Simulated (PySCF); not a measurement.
## Spinor energies of Ag⁴⁵⁺ (silver, charge +45)

Start: 1s2. Calculated with PySCF 2.14 in an uncontracted even-tempered set (17 s from 10 bohr⁻², ratio 2.6; 12 p from 13 bohr⁻², ratio 2.6; 6 d from 14 bohr⁻², ratio 2.8; 3 f from 590 bohr⁻², ratio 2.8): generalised Hartree-Fock with the X2C-1e Hamiltonian and a Gaussian nucleus; spin-orbit coupling (SO) screened by Boettger's factors.

| spinor shell | electrons | ε, screened SO (eV) | weight of nominal j (screened SO) | rms radius, screened SO (bohr) |
| --- | --- | --- | --- | --- |
| 1s1/2 | 2 | -30143.4 | 1.000 | 0.0354 |

```
   quantity  screened SO
E (hartree)  -2246.67082
        M_J            0
       ⟨J²⟩        0.000
       ⟨L²⟩        0.000
       ⟨S²⟩        0.000
```

Breit and QED terms are absent; they matter most for the inner s and p1/2 levels.

Densities and radii are taken from the X2C orbitals without a picture-change correction, which distorts them close to the nucleus.
